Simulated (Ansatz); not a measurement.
A series at B: from `[SiH3]OB(O[SiH3])O[SiH3]`, ligands are replaced one by one, each step taking up NH₃ and setting free `O[SiH3]`; n counts the steps. Ansatz, PBE0-D4/def2-TZVP geometries. Each molecule was computed in one conformer, which needn't be the lowest.

CBS adds triple-zeta CCSD(T) − MP2 to the MP2 limit, frozen cores; atoms without spin–orbit coupling. 

```
n                    molecule  atomization energy, CCSD(T)/CBS (kJ/mol)
0  `[SiH3]OB(O[SiH3])O[SiH3]`                                         ?
1        `NB(O[SiH3])O[SiH3]`                                    5253.6
2              `NB(N)O[SiH3]`                                    4523.3
3                    `NB(N)N`                                    3784.6
```

Problem. By hand: fit a straight line y = ȳ + b (n − n̄) to the 3 given rows and predict n = 0.

Solution. n̄ = 2.000, ȳ = 4520.50; Σ(n − n̄)(y − ȳ) = -1469.00, Σ(n − n̄)² = 2.000, so b = -734.50 kJ/mol a step. Prediction: 4520.50 + (-734.50) × (-2.000) = 5989.5 kJ/mol.

Problem. By hand: compare with the computed value, 5988.1 kJ/mol, and give the steps along the whole series.

Solution. The line misses by -1.4 kJ/mol (computed minus predicted). Steps: -734.5, -730.3, -738.7 kJ/mol.

The steps differ by at most 8.4 kJ/mol, 1.1 % of a mean step, so the ligands' effects nearly add and a line is close. The miss is 0.1 % of the series' range. The energies themselves are unsure by some kJ/mol a bond, though much of that is common to the series.
